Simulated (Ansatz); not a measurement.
Gas-phase electronic energies from Ansatz, PBE0-D4/def2-TZVP geometries. CCSD(T)/CBS is the MP2 limit (def2-TZVPP, def2-QZVPP) plus CCSD(T) − MP2 in def2-TZVPP, frozen cores. This one scheme is used for every species. DFT in def2-TZVPP. Elements past krypton have def2 core potentials. For Te outer-core shells are correlated without core-valence functions, which leaves a few kJ/mol of doubt a bond. One conformer a species, not always the lowest.

Reaction (ligand exchange at the Si–N bond): `N[Si](O)(F)Cl` + H₂Te → `O[Si](F)(Cl)[TeH]` + NH₃

Task: Is it downhill or uphill in electronic energy at CCSD(T)/CBS, and by how much? (Estimate.)

Result: Ansatz gave: Uphill: ΔE = +19.6 kJ/mol.

Task: What do these levels give: PBE-D4, r2SCAN0-D4, PBE, BHLYP, HF/def2-SVP, CCSD/def2-SVP, CCSD(T)/def2-SVP, SCS-MP2/def2-TZVPP, CCSD/def2-TZVPP, CCSD(T)/def2-TZVPP, MP2/def2-QZVPP, MP2/CBS(def2)? (Best estimate.)

Result: The calculation gave: PBE-D4 8.9, r2SCAN0-D4 24.4, PBE 12.2, BHLYP 36.2, HF/def2-SVP 46.9, CCSD/def2-SVP 36.5, CCSD(T)/def2-SVP 33.4, SCS-MP2/def2-TZVPP 26.1, CCSD/def2-TZVPP 32.3, CCSD(T)/def2-TZVPP 28.2, MP2/def2-QZVPP 15.4, MP2/CBS(def2) 11.7 kJ/mol.

Task: What do rigid-rotor, harmonic-oscillator terms from PBE0-D4/def2-TZVP frequencies (298.15 K, 1 bar) make of the CCSD(T)/CBS value? (An estimate is asked.)

Result: Ansatz gave: ΔZPE = +8.6 kJ/mol, ΔH = +30.3 kJ/mol, ΔS = 3 J/(mol·K), ΔG = +29.3 kJ/mol.

Largest T1 diagnostic among the species: 0.011.

The D4 term adds −5.8 kJ/mol with B3LYP and −3.2 kJ/mol with PBE0; it sums over pairs of atoms, weighted by their polarisabilities, and B3LYP, whose exchange is more repulsive, gets the larger term. From BLYP to BHLYP (50 % exact exchange), in def2-TZVPP and without D4, ΔE moves by +13.2 kJ/mol.

B3LYP here is the variant with VWN-RPA as its local correlation; programs differ in this.
